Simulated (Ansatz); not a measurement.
System: sum formula H5SiNO3, net charge 0, singlet state. 
Coordinates optimised at B3LYP-D3(BJ)/def2-TZVP (Ansatz, a quantum-chemistry and plane-wave program):
```xyz
10

N     -0.1832    -0.0680    -1.6785
Si    -0.0106    -0.0090     0.0175
O     -1.1223    -0.9063     0.8086
O     -0.2249     1.5439     0.5139
O      1.4594    -0.6274     0.4180
H     -0.9703     0.3911    -2.1107
H      0.0460    -0.9191    -2.1686
H     -1.0865    -0.9209     1.7683
H      0.3112     2.2244     0.1009
H      2.2339    -0.2542    -0.0086
```

Quantity: vertical triplet-singlet gap (E(triplet) - E(singlet); each state is the SCF solution reached for its spin), in eV. Cores are frozen in the correlated levels unless marked. UHF or UKS for open shells. Spin-orbit coupling is left out. No relativistic terms. CBS marks a two-point X^-3 extrapolation of the correlation energy; Hartree-Fock from the larger set. [CCSD(T)-MP2]/basis is that difference in the basis named.

RI-MP2/CBS(aug-cc-pV(T+d)Z,aug-cc-pV(Q+d)Z)+[CCSD(T)-MP2]/aug-cc-pV(T+d)Z (Ansatz) gives 6.51 eV.

Another calculation gave 6.01 eV. Which level was it?
(A) SVWN5/def2-TZVPD (Ansatz)
(B) CAM-B3LYP/def2-TZVPD (Ansatz)
(C) wB97X-V/def2-TZVPD (Ansatz)
(D) B3LYP/def2-TZVPD (Ansatz)

A, SVWN5/def2-TZVPD (Ansatz). The others give 6.44 (CAM-B3LYP), 6.23 (B3LYP), 6.70 (wB97X-V) eV.
